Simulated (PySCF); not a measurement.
The complex Fe(SH)2 (charge 0) contains Fe(II), shell d6. The structure is a model geometry with rigid ligands and bond lengths from ionic radii, not a minimum; coordination linear, point group C2h, metal–donor distances 2.28 Å.

```
5

Fe    0.0000    0.0000    0.0000
S     0.0000    0.0000    2.2800
H     1.3200    0.0000    2.5300
S     0.0000    0.0000   -2.2800
H    -1.3200    0.0000   -2.5300
```

Method (PySCF 2.14, density fitting): CASSCF(6,5) with orbitals averaged over all microstates of the shell, strongly contracted NEVPT2 on the averaged canonical orbitals; basis x2c-TZVPall on the metal, x2c-SVPall elsewhere; spin-free X2C; gas phase; spin-orbit coupling by state interaction with the mean-field operator over all roots.

Q: Which term lies lowest, and with what spin?

A: 5Ag (S = 2, orbital degeneracy 1), orbital occupations from the lowest 2.0 1.0 1.0 1.0 1.0, by NEVPT2, but only 121 cm⁻¹ below 5Bg, which doesn't decide their order.

Q: Where do the spin-allowed transitions within the shell lie?

A: By NEVPT2: 5Bg at 121 cm⁻¹; 5Ag at 1751 cm⁻¹; 5Ag at 3897 cm⁻¹; 5Bg at 6155 cm⁻¹ (1625 nm). All are electric-dipole forbidden at this geometry.

Q: Which is the lowest state of another spin?

A: 3Bg at 19625 cm⁻¹ by NEVPT2; CASSCF alone puts it at 21069 cm⁻¹ above the same ground state.

Q: What ligand-field parameters describe the result?

A: At CASSCF level (the NEVPT2 levels don't fit a ligand-field model well): orbital energies 0, 78, 1522, 4529, 4613 cm⁻¹; B = 1097 cm⁻¹; C = 4128 cm⁻¹; B over its free-ion value at the same level 0.929; rms of the fit 263 cm⁻¹; ζ = 395 cm⁻¹ (free ion 412).

Q: What magnetic behaviour follows?

A: Degenerate or low-lying orbital states mix with the ground state, so no spin-only Hamiltonian applies. The lowest spin-orbit level is 1-fold; the next lies at 0.0 cm⁻¹. The two lowest states form a pseudo-doublet split by 0.029 cm⁻¹ with g_z = 11.90. μeff is 6.25 μB at 300 K and 6.00 μB at 10 K; the spin-only value is 4.90 μB.

5Bg (121 cm⁻¹) lies within 300 cm⁻¹ of 5Ag at NEVPT2 level, inside the method's error: their order is undecided, and g values and low-temperature moments can hang on it. NEVPT2 lifts 5Bg from 4507 to 6155 cm⁻¹; on the d shell alone such lifts tend to overshoot. Gaps between spin states lean to high spin in this active space.

The job took 7.9 s on one thread of Arm Neoverse V1 (shared host), with 94 basis functions, launched as `OMP_NUM_THREADS=1 python lf_run.py task.json out`.
